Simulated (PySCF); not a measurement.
calicene (C8H6), SMILES C1=CC=CC1=C1C=C1. Atoms are numbered in the order given.

```xyz
14

C      0.0000    -0.7286    -2.2078
C      0.0000    -1.1738    -0.9129
C      0.0000     0.0000    -0.0451
C      0.0000     0.0000     1.3103
C      0.0000     0.6646     2.5752
C      0.0000    -0.6646     2.5752
C      0.0000     1.1738    -0.9129
C      0.0000     0.7286    -2.2078
H      0.0000    -1.3533    -3.1020
H      0.0000    -2.2072    -0.5668
H      0.0000     1.5907     3.1463
H      0.0000    -1.5907     3.1463
H      0.0000     2.2072    -0.5668
H      0.0000     1.3533    -3.1020
```

Geometry: B3LYP-D3(BJ)/def2-SVP.

Two levels are set side by side: PBE/pcSseg-1 (PySCF) and B3LYP/pcSseg-1 (PySCF). GIAO shifts against TMS (¹H), TMS (¹³C) at the same level; non-relativistic, no solvent, atoms listed together averaged. Differences are taken from unrounded values.

| quantity | PBE |
|---|---|
| δ(¹³C) of C1, C8 (ppm) | 133.2 |
| δ(¹³C) of C2, C7 (ppm) | 124.5 |
| δ(¹³C) of C3 (ppm) | 114.8 |
| δ(¹³C) of C4 (ppm) | 129.5 |
| δ(¹³C) of C5, C6 (ppm) | 148.9 |
| δ(¹H) of H9, H14 (ppm) | 6.75 |
| δ(¹H) of H10, H13 (ppm) | 6.67 |
| δ(¹H) of H11, H12 (ppm) | 8.82 |

Task: These are the PBE values. What does B3LYP give? (The exact figures need the calculation; the answer reports its results.)

Result: 
```json
[
 {"quantity": "δ(¹³C) of C1, C8 (ppm)", "B3LYP": "135.2", "PBE minus B3LYP": "-2.0"},
 {"quantity": "δ(¹³C) of C2, C7 (ppm)", "B3LYP": "128.0", "PBE minus B3LYP": "-3.4"},
 {"quantity": "δ(¹³C) of C3 (ppm)", "B3LYP": "114.5", "PBE minus B3LYP": "0.3"},
 {"quantity": "δ(¹³C) of C4 (ppm)", "B3LYP": "132.4", "PBE minus B3LYP": "-3.0"},
 {"quantity": "δ(¹³C) of C5, C6 (ppm)", "B3LYP": "148.9", "PBE minus B3LYP": "0.0"},
 {"quantity": "δ(¹H) of H9, H14 (ppm)", "B3LYP": "6.72", "PBE minus B3LYP": "0.03"},
 {"quantity": "δ(¹H) of H10, H13 (ppm)", "B3LYP": "6.73", "PBE minus B3LYP": "-0.06"},
 {"quantity": "δ(¹H) of H11, H12 (ppm)", "B3LYP": "8.82", "PBE minus B3LYP": "0.00"}
]
```

Rough cost on one machine, each run with all the roots and properties that it gave: B3LYP against PBE within a factor of 2.
